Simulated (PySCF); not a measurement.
## Working with the constants of Sn₂⁺

UHF-CCSD(T) constants of Sn₂⁺, ⁴Σg⁻ (quartet), unpaired electrons σ ↑, π ↑↑ (PySCF, scalar-relativistic core potentials, basis sets Sn cc-pVDZ-PP with ECP28; masses 119.9022 and 119.9022 u):

- ωe: 167.1 cm⁻¹
- ωexe: 0.45 cm⁻¹
- Be: 0.035201 cm⁻¹
- αe: 0.000115 cm⁻¹
- D (centrifugal): 6.25e-09 cm⁻¹
- De to Sn⁺ + Sn: 2.39 eV

(1) Give the vibrational terms G(v) and spacings up to v = 6.

(2) How well does the Morse estimate ωe²/(4ωexe) reproduce De, and what is D0?

Correlated steps freeze 8 core orbitals. Correlated levels converge slowly with the basis: in double zeta they bind strong bonds too weakly, by up to about 1 eV, and carry superposition errors of some tenths. Spin–orbit coupling is left out, which matters for elements this heavy, above all for dissociation energies. The state is the lowest determinant that a PBE0 search found; another state may lie lower at other levels.

Answers

(1) G(v) = ωe(v+½) − ωexe(v+½)².

| v | G(v) (cm⁻¹) | G(v) − G(v−1) | Bv (cm⁻¹) |
| --- | --- | --- | --- |
| 0 | 83.4 |  | 0.03514 |
| 1 | 249.6 | 166.2 | 0.03503 |
| 2 | 414.9 | 165.3 | 0.03491 |
| 3 | 579.3 | 164.4 | 0.03480 |
| 4 | 742.8 | 163.5 | 0.03468 |
| 5 | 905.4 | 162.6 | 0.03457 |
| 6 | 1067.1 | 161.7 | 0.03445 |

(2) It gives 1.92 eV, 80 % of the computed De. D0 = De − G(0) = 2.39 − 0.01 = 2.38 eV.
